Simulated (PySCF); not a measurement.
# Exercise with solution: oscillator strength and radiative lifetime

C2H4Cl2Si, SMILES Cl/C=C\[SiH2]Cl.

The structure is a stationary point at PBE0-D3(BJ)/def2-SVP. The structure was generated by enumeration; whether it is a known compound was not checked. Other conformers were not sampled.

TDA-B3LYP/def2-SVPD (PySCF) puts the first singlet state with f over 0.02 at 6.37 eV (vertical), with the transition dipole (0.080, 1.206, 0.000) in atomic units.

Problem. Find the oscillator strength, the wavelength and the radiative lifetime that this transition would have in vacuum if emission retraced absorption.

Solution. 
|μ|² = 1.4608 au, so |μ| = 3.07 D. ΔE = 6.37/27.211 = 0.2341 hartree. f = (2/3) ΔE |μ|² = 0.228 (the program prints 0.228).
λ = 1239.84/6.37 = 195 nm; ν = 51377 cm⁻¹.
Einstein's coefficient A = 0.6670 ν² f s⁻¹ (ν in cm⁻¹) = 4.0e8 s⁻¹, so τ = 1/A = 2.5 ns. This state is S2; the lower singlet has f = 0.001. The figure is the radiative limit of this one transition; relaxation, internal conversion, crossing to triplets and a medium change what is measured.
